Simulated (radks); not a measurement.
Ir41+, configuration [Kr]. Method: scalar-relativistic Kohn-Sham, LDA (Slater exchange, VWN5 correlation), spin-polarised, spherical densities, finite nucleus; Fermi nuclear charge, rms radius 5.4032 fm; computed with a radial shooting solver on a logarithmic mesh with Libxc functionals.

Normalised radial functions P(r) = r R(r), r in bohr:

r	3d
0.002442	0.0005
0.002753	0.0007
0.003104	0.0010
0.0035	0.0013
0.003946	0.0018
0.004449	0.0025
0.005016	0.0035
0.005656	0.0048
0.006377	0.0066
0.00719	0.0091
0.008106	0.0125
0.00914	0.0172
0.01031	0.0235
0.01162	0.0321
0.0131	0.0436
0.01477	0.0591
0.01665	0.0798
0.01878	0.1071
0.02117	0.1430
0.02387	0.1897
0.02691	0.2497
0.03035	0.3260
0.03421	0.4216
0.03858	0.5396
0.04349	0.6823
0.04904	0.8514
0.05529	1.0468
0.06234	1.2658
0.07029	1.5027
0.07925	1.7477
0.08936	1.9869
0.1007	2.2025
0.1136	2.3742
0.1281	2.4811
0.1444	2.5055
0.1628	2.4358
0.1836	2.2706
0.207	2.0201
0.2334	1.7063
0.2631	1.3600
0.2967	1.0162
0.3345	0.7062
0.3771	0.4524
0.4252	0.2645
0.4794	0.1395
0.5406	0.0655
0.6095	0.0270
0.6872	0.0096
0.7748	0.0029
0.8736	0.0007
0.985	0.0001
1.111	0.0000
1.252	0.0000

3d: eigenvalue -3895.3 eV, 0 radial nodes, <r> = 0.170 bohr, 90 % of the charge inside 0.262 bohr.
